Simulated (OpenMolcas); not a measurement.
Cl+: from CASSCF to CASPT2

```json
{"Program": "OpenMolcas", "Basis": "ANO-RCC-VTZP [5s4p2d1f]", "Scalar Hamiltonian": "X2C, point nucleus", "Active space": "4 electrons in 3 orbitals (3p)", "State averaging": "2S+1 = 3 even, 3 roots; 2S+1 = 1 even, 6 roots", "Spin-orbit coupling": "RASSI with atomic mean-field integrals over the reference wave functions, term energies averaged over their components"}
```

Methods on the same reference wave functions:
A. CASSCF
B. SS-CASPT2, IPEA 0.25 Eh, imaginary shift 0.1 Eh (closed shells correlated: 2s 2p 3s)

Energies in cm⁻¹ above 3s² 3p⁴ ³P₂, the measured ground level; measured values from NIST Handbook of Basic Atomic Spectroscopic Data.

| Level | A | B | Measured |
| --- | --- | --- | --- |
| 3s² 3p⁴ ³P₂ | 0.0 | 0.0 | 0.0 |
| 3s² 3p⁴ ³P₁ | 648 | 650 | 696 |
| 3s² 3p⁴ ³P₀ | 941 | 939 | 996 |
| 3s² 3p⁴ ¹D₂ | 14425 | 12120 | 11654 |
| 3s² 3p⁴ ¹S₀ | 35442 | 29650 | 27878 |

Deviations, from unrounded energies. A percentage is the sum of absolute deviations over the sum of measured energies, with the sign that they share, or ± where signs differ.

| Against measurement | Levels | A | B |
| --- | --- | --- | --- |
| mean absolute deviation (cm-1) | 4 | 2600 | 580 |
| fine structure of the ground term (%) | 2 | -6.1 | -6.1 |
| other terms of the ground configuration (%) | 2 | +26.1 | +5.6 |

B lies closest to measurement on these levels. The largest miss of B in the table is 3s² 3p⁴ ¹S₀, by +1800 cm-1. The ranking rests on the paired levels alone, and a cruder setting can come out closer through cancelling errors.

From A to B the spin-free energies of the other terms of 3s² 3p⁴ shown, above ³P, scale by factors of 0.83 to 0.84.

The lowest spin-free term lies below A's lowest term by 0.154 hartree in B.

CASPT2 does not keep the components of a term degenerate, so their means are used; among the terms shown or strongly mixed into the levels shown the widest spread is 130 cm-1 (3s² 3p⁴ ¹D, B). With the s shell closed, the reference lacks s² → p² mixing. Without dynamic correlation excited terms often stand tens of per cent too high (terms of higher spin than the ground term too low), and those without a measured partner can miss by more than the paired ones (holds for A). Computed and measured levels are paired by configuration, term and J; levels that our copy of the source lacks, or whose pairing is in doubt (as where it misses far off the trend of its configuration), stay unpaired and out of the deviations. Only configurations of the active space appear.
